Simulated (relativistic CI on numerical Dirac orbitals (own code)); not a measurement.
## How well does a small relativistic CI reproduce Tl?

Method of calculation: Dirac-Coulomb-Breit CI, KLI orbitals optimised for each configuration, model QED (radiative potential, 1s self-energy scaled to tabulated hydrogen-like ionisation energies), valence Slater integrals scaled by 0.85, P86 correlation energy added to each configuration (own radial code, finite nucleus).

Configuration list (outside the closed core [Xe] 4f14 5d10): 6s2 6p, 6s2 7s, 6s2 7p, 6s2 6d, 6s2 8s, 6s2 8p, 6s2 7d, 6s 6p2, 6s2 5f, 6s2 9s, 6s2 9p, 6s2 8d, 6s2 6f, 6s2 5g, 6s2 9d. Levels of other configurations are missing.

| Configuration | Term (tabulated) | J | Measured (cm⁻¹) | Computed | Error | Purity (%) |
| --- | --- | --- | --- | --- | --- | --- |
| 6s2 6p | 2P° | 1/2 | 0.0 | 0 | 0 | 100 |
| 6s2 6p | 2P° | 3/2 | 7792.7 | 7799 | 6 | 100 |
| 6s2 7s | 2S | 1/2 | 26477.5 | 26854 | 377 | 100 |
| 6s2 7p | 2P° | 1/2 | 34159.9 | 34369 | 209 | 100 |
| 6s2 7p | 2P° | 3/2 | 35161.1 | 35339 | 178 | 100 |
| 6s2 6d | 2D | 3/2 | 36117.9 | 36254 | 136 | 98 |
| 6s2 6d | 2D | 5/2 | 36199.9 | 36231 | 31 | 98 |
| 6s2 8s | 2S | 1/2 | 38745.9 | 39448 | 702 | 98 |
| 6s2 8p | 2P° | 1/2 | 41368.1 | 42053 | 685 | 100 |
| 6s2 8p | 2P° | 3/2 | 41740.8 | 42429 | 688 | 100 |
| 6s2 7d | 2D | 3/2 | 42011.4 | 42820 | 809 | 88 |
| 6s2 7d | 2D | 5/2 | 42049.0 | 42707 | 658 | 97 |

Measured levels from NIST Handbook of Basic Atomic Spectroscopic Data (Sansonetti and Martin, J. Phys. Chem. Ref. Data 34, 1559 (2005)); pairs were made by configuration, J and term (by order where the table uses no LS term), so strongly mixed levels may be paired wrongly.

Mean error by configuration (cm⁻¹): 6s2 6p 6; 6s2 7s 377; 6s2 7p 194; 6s2 6d 83; 6s2 8s 702; 6s2 8p 686; 6s2 7d 734. Over the excited levels the mean absolute error is 407 cm⁻¹ (11 of the 11 excited levels that our extract of the source holds in range could be paired), and the median relative error of those above 1,000 cm⁻¹ is 1.4 %.

Transition probabilities of persistent lines. The last column rescales the computed rate by the cube of measured over computed energy:

```tsv
λ measured (Å)	Lower	Upper	A tabulated (s⁻¹)	A computed	A rescaled
2379.69 air	6s2 6p 2P°_1/2	6s2 7d 2D_3/2	4.40e+07	4.87e+07	4.60e+07
2580.14 air	6s2 6p 2P°_1/2	6s2 8s 2S_1/2	1.80e+07	3.25e+07	3.08e+07
2767.87 air	6s2 6p 2P°_1/2	6s2 6d 2D_3/2	1.26e+08	1.27e+08	1.25e+08
2918.32 air	6s2 6p 2P°_3/2	6s2 7d 2D_5/2	4.20e+07	3.92e+07	3.70e+07
3229.75 air	6s2 6p 2P°_3/2	6s2 8s 2S_1/2	1.73e+07	3.44e+07	3.22e+07
3519.24 air	6s2 6p 2P°_3/2	6s2 6d 2D_5/2	1.24e+08	1.33e+08	1.32e+08
3529.43 air	6s2 6p 2P°_3/2	6s2 6d 2D_3/2	2.20e+07	2.37e+07	2.34e+07
3775.72 air	6s2 6p 2P°_1/2	6s2 7s 2S_1/2	6.25e+07	7.20e+07	6.90e+07
5350.46 air	6s2 6p 2P°_3/2	6s2 7s 2S_1/2	7.95e+07	9.18e+07	8.65e+07
```
